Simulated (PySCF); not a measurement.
Species: C7H7FO (charge -1 and doublet state).
Numbering: `[OH:1][CH2:2][C-:3]1[CH:4][CH:5]=[CH:6][CH:7]=[C:8]1[F:9]` (hydrogens: H10 on O1; H11, H12 on C2; H13 on C4; H14 on C5; H15 on C6; H16 on C7)

Structure used (GFN2-xTB), in Å, numbered top down from 1:
```
atom  x, y, z in Å
O1     2.407    1.332   -0.877
C2     2.059    0.244    0.050
C3     0.622   -0.073    0.100
C4    -0.002   -0.988   -0.845
C5    -1.351   -1.189   -0.843
C6    -2.204   -0.529    0.050
C7    -1.620    0.394    0.986
C8    -0.276    0.587    0.963
F9     0.257    1.499    1.875
H10    1.664    1.945   -0.831
H11    2.437    0.550    1.038
H12    2.655   -0.601   -0.313
H13    0.643   -1.507   -1.544
H14   -1.785   -1.886   -1.558
H15   -3.272   -0.697    0.048
H16   -2.242    0.929    1.692
```

The hyperfine couplings belong to this conformer and change with its torsions.

Method used: UKS B3LYP, pcH-1 on C F H O, non-relativistic, mean-field spin-orbit, GIAO in PySCF. Whether the extra electron is bound in the gas phase wasn't checked; a finite basis holds it in any case. Couplings are sensitive to structure, and on GFN2-xTB geometries they can be far from those on DFT ones, by a factor of two or more for some ions and for spin on atoms past the first row. The SCF solution wasn't tested for stability.

Q: Where do the isotropic ENDOR lines of C6, C5, C3, C8, C4, C2, H13, H16 and H11/H12 fall at 334.1 mT, to first order?

A: For S = 1/2 in fast tumbling each set of equivalent nuclei gives two lines, ν± = |νn ± a/2| to first order, with νn = g_N μN B/h and μN/h = 7.62259 MHz/T.

```tsv
nuclei	isotope	g_N	νn (MHz)	a_iso (MHz)	lower line (MHz)	upper line (MHz)
C6	13C	1.4048	3.58	31.94	12.39	19.55
C5	13C	1.4048	3.58	-25.32	9.08	16.24
C3	13C	1.4048	3.58	23.69	8.27	15.42
C8	13C	1.4048	3.58	-20.27	6.56	13.71
C4	13C	1.4048	3.58	12.87	2.86	10.01
C2	13C	1.4048	3.58	-10.47	1.66	8.81
H13	1H	5.5857	14.23	-17.25	5.60	22.85
H16	1H	5.5857	14.23	-11.13	8.66	19.79
H11/H12	1H	5.5857	14.23	6.11	11.17	17.28
```

The rows for 13C, of low natural abundance, apply to labelled samples.

Q: Which pairs are centred on the nuclear Larmor frequency, and which on half the coupling?

A: Centred on νn, since |a| < 2νn: H13, H16 and H11/H12. Centred on |a|/2 and split by 2νn: C6, C5, C3, C8, C4 and C2.

Q: At what field would the lower line of C4 fall to zero frequency?

A: Where νn = |a|/2, that is B = 6.44 MHz/(1.4048 × 7.62259 MHz/T) = 601 mT, as far as first order holds there.

Couplings of abundant isotopes left out: H15 (-28.5 MHz), H10 (-4.7 MHz), F9 (-4.5 MHz) and H14 (3.5 MHz).

Nuclei that the bonding pattern makes equivalent are averaged, as if the motion that swaps them (rotation, inversion, ring flip) were fast.

The SMILES draws the unpaired electron on C4; the largest computed Mulliken spin population is on C6 (0.43 against 0.25).
